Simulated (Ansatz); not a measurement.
Gas-phase reaction in SMILES: [SiH3]N[SiH3] + H+ -> [SiH3][NH2+][SiH3]
Geometries: B3LYP-D3(BJ)/def2-TZVP minima from Ansatz (a program for electronic structure). Frequencies are from Ansatz.

Quantity: proton affinity (enthalpy at 298 K, with B3LYP-D3(BJ) rigid-rotor harmonic-oscillator terms), positive where the reaction releases energy, in eV. Cores are frozen in the correlated levels unless marked. Spin-orbit coupling is left out. No relativistic terms. CBS marks a two-point X^-3 extrapolation of the correlation energy; Hartree-Fock from the larger set. The bracket is a focal-point correction in the basis named.

```json
[
 {"level": "HF/cc-pV(D+d)Z", "program": "Ansatz", "proton affinity (eV)": "9.15", "minus last row": "0.22"},
 {"level": "HF/cc-pwCVTZ", "program": "Ansatz", "proton affinity (eV)": "9.05", "minus last row": "0.12"},
 {"level": "PBE-D4/def2-TZVPD", "program": "Ansatz + dftd4", "proton affinity (eV)": "8.90", "minus last row": "-0.03"},
 {"level": "BLYP-D3(BJ)/def2-TZVPD", "program": "Ansatz + dftd3", "proton affinity (eV)": "8.99", "minus last row": "0.06"},
 {"level": "revPBE-D3(BJ)/def2-TZVPD", "program": "Ansatz + dftd3", "proton affinity (eV)": "9.10", "minus last row": "0.17"},
 {"level": "r2SCAN/def2-TZVPD", "program": "Ansatz", "proton affinity (eV)": "8.90", "minus last row": "-0.03"},
 {"level": "r2SCANh-D4/def2-TZVPD", "program": "Ansatz + dftd4", "proton affinity (eV)": "8.90", "minus last row": "-0.03"},
 {"level": "r2SCAN0-D4/def2-TZVPD", "program": "Ansatz + dftd4", "proton affinity (eV)": "8.90", "minus last row": "-0.03"},
 {"level": "LC-wPBE/def2-TZVPD", "program": "Ansatz", "proton affinity (eV)": "8.97", "minus last row": "0.04"},
 {"level": "B2GP-PLYP-D3(BJ)/def2-TZVPD", "program": "Ansatz + dftd3", "proton affinity (eV)": "8.92", "minus last row": "-0.01"},
 {"level": "B2GP-PLYP-D4/def2-TZVPD", "program": "Ansatz + dftd4", "proton affinity (eV)": "8.89", "minus last row": "-0.04"},
 {"level": "MP2/6-31G", "program": "Ansatz", "proton affinity (eV)": "9.59", "minus last row": "0.66"},
 {"level": "SCS-MP2/cc-pV(T+d)Z", "program": "Ansatz", "proton affinity (eV)": "9.02", "minus last row": "0.09"},
 {"level": "CCSD/cc-pVTZ", "program": "Ansatz", "proton affinity (eV)": "9.09", "minus last row": "0.16"},
 {"level": "RI-MP2/CBS(cc-pV(T+d)Z,cc-pV(Q+d)Z)+[CCSD(T)-MP2]/cc-pV(T+d)Z", "program": "Ansatz", "proton affinity (eV)": "8.93", "minus last row": "0.00"}
]
```
